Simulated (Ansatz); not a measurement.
Gas-phase electronic energies from Ansatz, PBE0-D4/def2-TZVP geometries. CCSD(T)/CBS adds triple-zeta CCSD(T) − MP2 to the extrapolated MP2 energy (def2 sets, frozen cores). This one scheme is used for every species. DFT in def2-TZVPP. HSE06 is defined as in plane-wave codes. Each species was taken in one conformer, which may not be the lowest.

`F[SiH]([SiH3])Cl` + silanol → `F[SiH]([SiH3])O[SiH3]` + HCl  (ligand exchange at the Si–Cl bond)

`F[SiH]([SiH3])Cl`:

```xyz
8

F    -1.928    0.954    0.673
Si   -0.917   -0.280    0.587
Si    0.909    0.283   -0.761
Cl   -0.249   -0.681    2.482
H    -1.700   -1.455    0.138
H     0.447    0.608   -2.136
H     1.830   -0.882   -0.810
H     1.608    1.453   -0.172
```

`O[SiH3]`:

Cartesian coordinates in Å:
```
O 0.788 -0.921 -0.417
Si -0.338 0.141 0.148
H 1.631 -0.568 -0.703
H 0.152 0.877 1.346
H -1.520 -0.675 0.509
H -0.713 1.146 -0.884
```

`F[SiH]([SiH3])O[SiH3]`:

Z-matrix (Å, degrees):
```
Si
Si 1 2.346
O 1 1.623 2 111.3
F 1 1.601 2 108.0 3 -119.2
H 1 1.482 2 114.4 3 122.2
H 2 1.488 1 109.4 3 -59.1
H 2 1.487 1 110.0 3 -178.8
H 2 1.487 1 110.3 3 60.7
Si 3 1.640 1 148.0 2 -40.3
H 9 1.487 3 109.7 1 29.9
H 9 1.483 3 109.7 1 -90.5
H 9 1.482 3 108.2 1 149.5
```

HCl:

Cartesian coordinates in Å:
```
Cl 0.052 0.375 0.515
H -0.052 -0.375 -0.515
```

```csv
level,ΔE (eV)
HSE06,-0.12
CAM-B3LYP,-0.25
HF/def2-QZVPP,-0.32
MP2/CBS(def2),-0.19
```

Problem. What does CCSD(T)/CBS give? (An estimate is asked.)

Solution. The calculation gave: -0.23 eV. The listed levels differ from it by 0.11, -0.02, -0.09, 0.04 eV.

Largest T1 diagnostic among the species: 0.013.

The D4 term adds −0.06 eV with B3LYP and −0.04 eV with PBE0; it sums over pairs of atoms, weighted by their polarisabilities, and B3LYP, whose exchange is more repulsive, gets the larger term. From PBE to PBE0 (25 % exact exchange), in def2-TZVPP and without D4, ΔE moves by −0.04 eV.

B3LYP here is the variant with VWN-RPA as its local correlation; programs differ in this.
